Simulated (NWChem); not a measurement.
Species: C2H4ClFSi; SMILES F/C([SiH3])=C\Cl

**Question.** Give the equilibrium geometry at PBE-D3(BJ)/def2-SVP (NWChem) as an XYZ file, with the point group.

**Answer.** point group Cs; any orientation.
```
9

F     -1.5292    -0.1713     0.0000
C     -0.1944    -0.3870     0.0000
Si     0.3343    -2.2028     0.0000
C      0.6646     0.6564     0.0000
Cl     0.1542     2.3066     0.0000
H     -0.2077    -2.8877     1.2221
H     -0.2077    -2.8877    -1.2221
H      1.8352    -2.2447     0.0000
H      1.7523     0.4966     0.0000
```
